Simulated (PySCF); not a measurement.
Bonds (- single, = double, # triple, : aromatic): Si1-S2 2.172 Å, S2-C3 1.750 Å, C3:C4 1.427 Å, C4:C5 1.360 Å, C5:O6 1.332 Å, O6:N7 1.364 Å, N7:C3 1.312 Å. Si1 carries H8, H9, H10; C4 carries H11; C5 carries H12.

Geometry: PBE0-D3(BJ)/def2-SVP; GIAO shifts from PySCF 2.14, gas phase, non-relativistic, averaged over equivalent atoms.

At LDA/pcSseg-1 (158 basis functions, 19 s wall time on 1 thread of an Arm Neoverse V1, shared host):
```json
{"atoms": "Si1", "δ (ppm)": "-59.2"}
{"atoms": "S2", "δ (ppm)": "-119.8"}
{"atoms": "C5", "δ (ppm)": "165.0"}
{"atoms": "C3", "δ (ppm)": "163.2"}
{"atoms": "C4", "δ (ppm)": "113.8"}
{"atoms": "O6", "δ (ppm)": "422.9"}
{"atoms": "N7", "δ (ppm)": "399.7"}
{"atoms": "H12", "δ (ppm)": "8.11"}
{"atoms": "H11", "δ (ppm)": "6.35"}
{"atoms": "H8/H9/H10", "δ (ppm)": "5.07"}
```

References, each an isolated molecule treated in the same way: 29Si (σref 318.36), 13C (σref 180.72), 1H (σref 30.83) against TMS; 33S (σref 480.15) against CS2; 17O (σref 342.75) vs H2O; 15N (σref 271.91) against NH3.

Task: Predict the values at CAM-B3LYP/pcSseg-1 on the same geometry.

Result: 
```tsv
atoms	δ at CAM-B3LYP/pcSseg-1	change
Si1	-55.2	+4.0
S2	-133.7	-13.9
C5	168.8	+3.8
C3	169.1	+5.9
C4	112.8	-1.0
O6	407.2	-15.7
N7	403.0	+3.3
H12	8.20	+0.09
H11	6.35	+0.00
H8/H9/H10	4.67	-0.40
```

δ = σ(ref) − σ, references computed at the same level: TMS for 29Si (σ = 343.41 ppm), 13C (σ = 182.45 ppm), 1H (σ = 31.33 ppm); 33S (σ = 487.21 ppm) vs CS2; H2O for 17O (σ = 338.55 ppm); 15N (σ = 267.29 ppm) vs NH3.

The largest change is at O6 (aromatic ring oxygen). Cost: 158 basis functions, 20 s wall time on 1 thread of an Arm Neoverse V1, shared host. The order of the carbon signals changes between the two levels.

Unscaled 17O shifts of doubly bonded oxygen tend to come out too high, by tens of ppm or more. Experimental scales use liquid or dissolved standards, which lie at an offset from isolated NH3 (liquid NH3: subtract about 20 ppm) and H2O (liquid H2O: subtract about 36 ppm). Unscaled 15N shifts of sp2 nitrogen come out 20 to 40 ppm too high even then.
